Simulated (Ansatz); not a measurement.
`C1O[CH2][AlH][O]1`. Total charge 0; spin multiplicity 1. Geometry: relaxed with PBE0-D4/def2-TZVP.

```xyz
10

C     0.580   -0.893   -0.781
O     1.187    0.108    0.004
C     0.295    0.644    0.996
Al   -1.329    0.645   -0.115
O    -0.704   -0.527   -1.200
H     0.518   -1.833   -0.208
H     1.235   -1.033   -1.645
H     0.264   -0.007    1.883
H     0.710    1.602    1.311
H    -2.757    1.294   -0.245
```

Q: What is the dipole moment at r2SCAN/def2-TZVPP? (Best estimate.)

A: Ansatz gave: 1.60 D, with components (-0.86, 0.50, 1.26) D in this frame, pointing from negative to positive charge.

Q: And with PBE, B3LYP, ωB97M-V? (Estimate.)

A: Computed: PBE 1.52 D, B3LYP 1.71 D, ωB97M-V 1.75 D.

Q: Give the Mulliken charges with r2SCAN, PBE, ωB97M-V in def2-TZVPP. (Best estimate.)

A: Ansatz gave: 
```csv
atom,r2SCAN,PBE,ωB97M-V
C1,0.30,0.14,0.13
O2,-0.31,-0.25,-0.29
C3,-0.15,-0.18,-0.26
Al4,0.53,0.38,0.48
O5,-0.43,-0.34,-0.40
H6,0.02,0.06,0.09
H7,0.04,0.09,0.10
H8,0.05,0.07,0.10
H9,0.07,0.10,0.12
H10,-0.11,-0.08,-0.07
```

B3LYP here is the variant with VWN-RPA as its local correlation; programs differ in this.
